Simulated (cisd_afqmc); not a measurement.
Input (AFQMC/CISD/def2-SVP; cisd_afqmc is a phaseless AFQMC code with CISD trial states that reads the integrals written by Ansatz):

Ansatz 0.2 input:
```python
import cisd_afqmc

open("ham.yaml", "w").write("""\
crystal:
  periodic: [false, false, false]
  atoms:
    - {symbol: Ca, position_ang: [0.10792180, 0.18638018, 0.19141082]}
    - {symbol: F, position_ang: [-0.36809018, 1.21905622, -1.46141425]}
    - {symbol: F, position_ang: [0.12826395, -1.63323440, 1.03605687]}
basis:
  gaussian:
    orbitals: def2-SVP
magnetization: {spin_polarized: false}
correlation: {method: ccsd, electrons: outside_noble_gas, hamiltonian_folder: ham}
""")
rep = cisd_afqmc.ansatz("ham.yaml")
e_ccsd = rep["correlation"]["coupled_cluster"]["energy"]["hartree"]
out = cisd_afqmc.run("ham", e_ccsd, trial="CISD", walkers=200, populations=8, threads=8, dt=0.005, steps=40, early=24, settle=10, least=32,
    cut=5e-5, rank_cut=2e-4, target=0.0004, seconds=1500, seed=1, memory=17280, gpu=False)
```

Output:

```
orbitals 41, occupied [8], factors 204 of 536, rank of the doubles 98 of 264
E(HF) = -875.531305
E(CCSD) on the cut factors = -875.941135, shift to the whole factors 0.000003
Energy of the trial state on the determinant = -875.941196
  tau behind 7.2 of longer steps, mean of the populations' last blocks
   2.0  -875.94749
   4.0  -875.94627
   6.0  -875.94773
   8.0  -875.94637
blocks 312 (0 outliers left out), error by blocks joined: 1: 0.00021, 2: 0.00026, 4: 0.00029, 8: 0.00034, 16: 0.00031
E(AFQMC/CISD) = -875.94679 +/- 0.00034
```
